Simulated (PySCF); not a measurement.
C6H10, SMILES CC1=C[C@@H](C)C1.

Geometry: PBE0-D3(BJ)/def2-SVP.

Computed with TDA-CAM-B3LYP/def2-SVPD run with PySCF 2.14.0.

Vertical excitations. The molecule is in vacuum.

Computed UV-visible absorptions:
```
state  energy (eV)  λ (nm)      f                                                                   main pairs
-----  -----------  ------  -----  ---------------------------------------------------------------------------
S1            6.65     186  0.007                                             HOMO→LUMO 75 %, HOMO→LUMO+1 18 %
S2            7.13     174  0.241                                             HOMO→LUMO+1 72 %, HOMO→LUMO 17 %
S3            7.34     169  0.091                                                             HOMO→LUMO+2 84 %
S4            7.59     163  0.012   HOMO−1→LUMO+1 42 %, HOMO−1→LUMO 21 %, HOMO−1→LUMO+2 13 %, HOMO→LUMO+3 12 %
S5            7.64     162  0.026                                                             HOMO→LUMO+3 75 %
S6            7.95     156  0.003                     HOMO−2→LUMO+1 44 %, HOMO−2→LUMO 26 %, HOMO−2→LUMO+2 11 %
S7            8.08     153  0.123                                                             HOMO→LUMO+4 79 %
S8            8.28     150  0.016                                                             HOMO→LUMO+6 75 %
S9            8.36     148  0.020                                           HOMO→LUMO+5 74 %, HOMO→LUMO+6 13 %
S10           8.52     146  0.004  HOMO−3→LUMO+1 33 %, HOMO−3→LUMO 16 %, HOMO−4→LUMO+1 10 %, HOMO−3→LUMO+2 9 %
T1            4.23     293      0          HOMO→LUMO+1 47 %, HOMO→LUMO+2 20 %, HOMO→LUMO 18 %, HOMO→LUMO+4 9 %
T2            6.55     189      0                                             HOMO→LUMO 66 %, HOMO→LUMO+1 25 %
T3            7.13     174      0   HOMO−1→LUMO+1 36 %, HOMO→LUMO+2 17 %, HOMO−1→LUMO 16 %, HOMO−1→LUMO+2 13 %
T4            7.18     173      0                       HOMO→LUMO+2 56 %, HOMO→LUMO+1 11 %, HOMO−1→LUMO+1 11 %
```
Triplets are in the Tamm–Dancoff approximation.
